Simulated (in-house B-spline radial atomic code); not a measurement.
The outermost shell (largest non-relativistic mean radius) with and without relativity; Dirac values are averaged over j. Computed with an all-electron radial atomic-structure program (B-spline basis): non-relativistic Hartree-Fock and Dirac-Hartree-Fock, averages of the configuration (point nuclei without relativity, finite nuclei with it).

```json
{"ion": "Rb", "configuration": "[Kr] 5s1", "outermost shell": "5s", "radius non-relativistic (bohr)": "5.6319", "radius Dirac (bohr)": "5.545", "radius change (%)": "-1.5427", "level non-relativistic (eV)": "-3.752", "level Dirac (eV)": "-3.8108", "spin-orbit splitting (eV)": "-"}
{"ion": "Sr", "configuration": "[Kr] 5s2", "outermost shell": "5s", "radius non-relativistic (bohr)": "4.633", "radius Dirac (bohr)": "4.564", "radius change (%)": "-1.4887", "level non-relativistic (eV)": "-4.856", "level Dirac (eV)": "-4.9324", "spin-orbit splitting (eV)": "-"}
{"ion": "Zr", "configuration": "[Kr] 4d2 5s2", "outermost shell": "5s", "radius non-relativistic (bohr)": "4.0777", "radius Dirac (bohr)": "3.9791", "radius change (%)": "-2.4201", "level non-relativistic (eV)": "-5.676", "level Dirac (eV)": "-5.859", "spin-orbit splitting (eV)": "-"}
{"ion": "Nb", "configuration": "[Kr] 4d4 5s1", "outermost shell": "5s", "radius non-relativistic (bohr)": "4.2068", "radius Dirac (bohr)": "4.0509", "radius change (%)": "-3.7068", "level non-relativistic (eV)": "-5.306", "level Dirac (eV)": "-5.5929", "spin-orbit splitting (eV)": "-"}
{"ion": "Mo", "configuration": "[Kr] 4d5 5s1", "outermost shell": "5s", "radius non-relativistic (bohr)": "4.0787", "radius Dirac (bohr)": "3.9149", "radius change (%)": "-4.0159", "level non-relativistic (eV)": "-5.454", "level Dirac (eV)": "-5.7701", "spin-orbit splitting (eV)": "-"}
{"ion": "Tc", "configuration": "[Kr] 4d5 5s2", "outermost shell": "5s", "radius non-relativistic (bohr)": "3.6498", "radius Dirac (bohr)": "3.5308", "radius change (%)": "-3.2606", "level non-relativistic (eV)": "-6.394", "level Dirac (eV)": "-6.6786", "spin-orbit splitting (eV)": "-"}
{"ion": "Ru", "configuration": "[Kr] 4d7 5s1", "outermost shell": "5s", "radius non-relativistic (bohr)": "3.8772", "radius Dirac (bohr)": "3.6971", "radius change (%)": "-4.6439", "level non-relativistic (eV)": "-5.698", "level Dirac (eV)": "-6.0737", "spin-orbit splitting (eV)": "-"}
{"ion": "Rh", "configuration": "[Kr] 4d8 5s1", "outermost shell": "5s", "radius non-relativistic (bohr)": "3.7952", "radius Dirac (bohr)": "3.6068", "radius change (%)": "-4.9635", "level non-relativistic (eV)": "-5.803", "level Dirac (eV)": "-6.2079", "spin-orbit splitting (eV)": "-"}
{"ion": "Pd", "configuration": "[Kr] 4d10", "outermost shell": "4d", "radius non-relativistic (bohr)": "1.5331", "radius Dirac (bohr)": "1.5504", "radius change (%)": "1.1312", "level non-relativistic (eV)": "-9.143", "level Dirac (eV)": "-8.928", "spin-orbit splitting (eV)": "0.5648"}
{"ion": "Ag", "configuration": "[Kr] 4d10 5s1", "outermost shell": "5s", "radius non-relativistic (bohr)": "3.6565", "radius Dirac (bohr)": "3.4512", "radius change (%)": "-5.6152", "level non-relativistic (eV)": "-5.986", "level Dirac (eV)": "-6.4533", "spin-orbit splitting (eV)": "-"}
{"ion": "Cd", "configuration": "[Kr] 4d10 5s2", "outermost shell": "?", "radius non-relativistic (bohr)": "?", "radius Dirac (bohr)": "?", "radius change (%)": "?", "level non-relativistic (eV)": "?", "level Dirac (eV)": "?", "spin-orbit splitting (eV)": "?"}
{"ion": "In", "configuration": "[Kr] 4d10 5s2 5p1", "outermost shell": "5p", "radius non-relativistic (bohr)": "3.7779", "radius Dirac (bohr)": "3.7607", "radius change (%)": "-0.45707", "level non-relativistic (eV)": "-5.368", "level Dirac (eV)": "-5.3015", "spin-orbit splitting (eV)": "0.26388"}
{"ion": "Sn", "configuration": "[Kr] 4d10 5s2 5p2", "outermost shell": "?", "radius non-relativistic (bohr)": "?", "radius Dirac (bohr)": "?", "radius change (%)": "?", "level non-relativistic (eV)": "?", "level Dirac (eV)": "?", "spin-orbit splitting (eV)": "?"}
{"ion": "Sb", "configuration": "[Kr] 4d10 5s2 5p3", "outermost shell": "5p", "radius non-relativistic (bohr)": "2.9519", "radius Dirac (bohr)": "2.9278", "radius change (%)": "-0.81579", "level non-relativistic (eV)": "-8.143", "level Dirac (eV)": "-8.1059", "spin-orbit splitting (eV)": "0.64319"}
{"ion": "Te", "configuration": "[Kr] 4d10 5s2 5p4", "outermost shell": "?", "radius non-relativistic (bohr)": "?", "radius Dirac (bohr)": "?", "radius change (%)": "?", "level non-relativistic (eV)": "?", "level Dirac (eV)": "?", "spin-orbit splitting (eV)": "?"}
{"ion": "I", "configuration": "[Kr] 4d10 5s2 5p5", "outermost shell": "5p", "radius non-relativistic (bohr)": "2.5018", "radius Dirac (bohr)": "2.4782", "radius change (%)": "-0.942", "level non-relativistic (eV)": "-10.971", "level Dirac (eV)": "-10.959", "spin-orbit splitting (eV)": "1.139"}
{"ion": "Xe", "configuration": "[Kr] 4d10 5s2 5p6", "outermost shell": "5p", "radius non-relativistic (bohr)": "2.338", "radius Dirac (bohr)": "2.3148", "radius change (%)": "-0.99172", "level non-relativistic (eV)": "-12.444", "level Dirac (eV)": "-12.446", "spin-orbit splitting (eV)": "1.4359"}
```

(1) Fill in the row of Cd.

(2) Fill in the row of Sn.

(3) Fill in the row of Te.

(4) Which member changes most?

Answers

(1) outermost shell: 5s; radius non-relativistic (bohr): 3.2375; radius Dirac (bohr): 3.0888; radius change (%): -4.5928; level non-relativistic (eV): -7.207; level Dirac (eV): -7.6584.

(2) outermost shell: 5p; radius non-relativistic (bohr): 3.2859; radius Dirac (bohr): 3.2627; radius change (%): -0.70549; level non-relativistic (eV): -6.764; level Dirac (eV): -6.7147; spin-orbit splitting (eV): 0.44.

(3) outermost shell: 5p; radius non-relativistic (bohr): 2.7011; radius Dirac (bohr): 2.6771; radius change (%): -0.88625; level non-relativistic (eV): -9.540; level Dirac (eV): -9.5151; spin-orbit splitting (eV): 0.87551.

(4) Silver (Ag): its 5s shell contracts by 5.6 %.
